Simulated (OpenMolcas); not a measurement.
# V2+: moving the ligands

V2+ with its 8 nearest fluoride ions at 2.328 Å, on the Sr site of SrF2 (a = 5.796 Å, distance in the model lattice 2.510 Å). The rest of the host is ab initio model potentials to 7.6 Å and point charges beyond; the distance is set by hand and nothing relaxes. Ligand basis ANO-RCC-VDZP.
```
V     0.0000    0.0000    0.0000
F     1.3441    1.3441    1.3441
F     1.3441    1.3441   -1.3441
F     1.3441   -1.3441    1.3441
F     1.3441   -1.3441   -1.3441
F    -1.3441    1.3441    1.3441
F    -1.3441    1.3441   -1.3441
F    -1.3441   -1.3441    1.3441
F    -1.3441   -1.3441   -1.3441
```

| Quantity | Value |
| --- | --- |
| Program | OpenMolcas 26.06 |
| Method | SS-CASPT2, IPEA 0.25 Eh, imaginary shift 0.1 Eh (closed shells correlated: 3s 3p and the ligand valence shells) |
| Basis | ANO-RCC-VTZP [6s5p3d2f1g] |
| Scalar Hamiltonian | DKH2, point nucleus |
| Active space | 3 electrons in 5 orbitals (3d) |
| State averaging | 2S+1 = 4 even, 10 roots; 2S+1 = 2 even, 40 roots |
| Spin-orbit coupling | state interaction with AMFI integrals over the reference wave functions |

Runs around this geometry, states (labels of O, the rotations of Oh). Energies in cm-1 above the lowest state or level, χT in cm3 K/mol; under a threefold ground state the first gap can be a small split of the lowest multiplet, not the spin-orbit step.

| R (Å) | Ground state | First state of that spin | First gap with spin-orbit (degeneracies) | χT at 300 K | First state of another spin |
| --- | --- | --- | --- | --- | --- |
| 2.23 | 4T1 | 4T2 5240 | 14 (4, 2) | 1.653 | 2E 8040 |
| 2.328 | 4T1 | 4T2 4020 | 16 (4, 2) | 1.651 | 2E 9400 |
| 2.51 | 4T1 | 4T2 2450 | 22 (4, 2) | 1.639 | 2E 10900 |

Taking the first state of the same spin as R^-n, n = -ln(2450 / 5240) / ln(2.51 / 2.23) = 6.4 between the shortest and longest distance.

Roots that are degenerate in the reference are averaged as groups; the widest CASPT2 spread within a group is 620 cm-1 (the 3-fold group of multiplicity 2 near 11900 cm-1 above the lowest state of its run, R = 2.23). Shifts and gaps below about the spread of the groups concerned are not significant. Over all roots computed the reference weight is 0.68 to 0.69 in R = 2.23, 0.68 to 0.69 in R = 2.328, 0.68 to 0.69 in R = 2.51; a low but even weight reflects the number of correlated electrons. An orbital triplet at a regular site is open to Jahn-Teller coupling, which can distort the site and quench the lowest spin-orbit gaps and is left out. Ligand-to-metal charge-transfer states are missing. These CASPT2 states fit no ligand-field parameters well, so their order and spin gaps are uncertain. With no ligand orbital active B as a rule stays too high, so bands that hang on it stand too high and its fall with covalency is understated. With one d shell and no ligand orbital active, 10Dq can be off by tens of per cent for divalent 3d ions, low with halides held by bare charges and at times high in hosts. Free-ion shares, where given, are those of the reference states; single-state CASPT2 does not remix them. No measured value stands beside these numbers; the geometry was set by hand and not optimised.
